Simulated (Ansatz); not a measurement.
C4H7Al (`C=C[C](=C)[AlH2]`), relaxed with RKS PBE-D4/def2-SVP in Ansatz 0.2.0 from a rough embedded geometry. The force threshold is 0.03 eV/Å; the program also tests the step.

The species carries charge 0 and has multiplicity 1.

Start:

```xyz
12

C     1.229    0.271   -1.524
C     0.995   -0.484   -0.486
C    -0.164   -0.284    0.435
C    -0.182   -1.085    1.553
Al   -1.538    1.123    0.225
H     0.555    1.046   -1.881
H     2.079    0.031   -2.204
H     1.745   -1.297   -0.264
H     0.500   -1.825    1.688
H    -1.048   -0.925    2.217
H    -1.493    2.155   -1.044
H    -2.679    1.274    1.285
```

| step | energy (eV) | largest force (eV/Å) | largest move (Å) |
| --- | --- | --- | --- |
| 1 | -10842.2979 | 4.104 | 0.000 |
| 2 | -10842.5370 | 1.535 | 0.131 |
| 3 | -10842.6434 | 0.590 | 0.200 |
| 4 | -10842.6501 | 0.603 | 0.094 |
| 5 | -10842.6853 | 0.129 | 0.099 |
| 6 | -10842.6883 | 0.037 | 0.035 |
| 7 | -10842.6889 | 0.015 | 0.019 |

End:

```xyz
12

C     1.270    0.255   -1.606
C     1.005   -0.466   -0.494
C    -0.121   -0.247    0.425
C    -0.257   -1.041    1.526
Al   -1.519    1.124    0.211
H     0.628    1.095   -1.922
H     2.138    0.025   -2.242
H     1.688   -1.301   -0.237
H     0.462   -1.853    1.752
H    -1.082   -0.912    2.248
H    -1.591    2.133   -1.032
H    -2.621    1.188    1.372
```

Hardware: 4 threads of an Intel Xeon Platinum 8375C on a shared host. Wall time 9 s, peak host memory 0.17 GiB.
